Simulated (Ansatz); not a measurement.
```xyz
2

Si    0.0000    0.0000   -1.0417
S     0.0000    0.0000    1.0417
```

Basis set: 6-31G (spherical functions). Left uncorrelated: 10 orbitals. Charge 0, multiplicity 1.

Computed with Ansatz (development build ahead of 0.2.0); the reference of a correlated method needn't be the lowest determinant of its kind. Restricted open shells among the atoms or ions are ROHF, correlated in semicanonical orbitals with singles.

(1) Give the atomization energy at this shape (free ground-state atoms in the same class of orbitals less the molecule, no zero-point energy) of singlet SiS by UHF-BCCD(T), RHF-CCSD(T).

## Answers

(1)

| method | atomization energy |
| --- | --- |
| UHF-BCCD(T) | 101.26 kcal/mol |
| RHF-CCSD(T) | 101.06 kcal/mol |

This basis has no polarisation functions and is too small for such energies, which can lie far from measured ones in either direction.
